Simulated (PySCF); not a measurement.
**I⁺: excitation energy**

I⁺ [Kr] 4d10 5s2 5p4 (3P) → I⁺ [Kr] 4d10 5s2 5p3 5d1 (5D), as a difference of total energies. Calculation: PySCF 2.14, in aug-cc-pV5Z-PP with ECP28MDF; a scalar-relativistic core potential. Correlated levels: valence: 4s2 4p6 4d10 frozen. The calculations carry no spin-orbit coupling.

| method | excitation energy (eV) |
| --- | --- |
| UHF | 9.494 |
| LDA | 10.217 |
| PBE | 9.871 |
| PBE0 | 9.960 |
| r2SCAN | 10.099 |
| BHandHLYP | 10.303 |
| B2PLYP | 10.212 |
| B3LYP | 10.221 |
| MP2 (valence) | 9.994 |
| SCS-MP2 (valence) | 10.206 |

Which method comes closest to the reference value, and which is furthest?

The reference is 10.300 eV (measured; NIST levels, between the centres of gravity of the two terms). Closest: BHandHLYP (error 0.003 eV); furthest: UHF (error -0.806 eV).
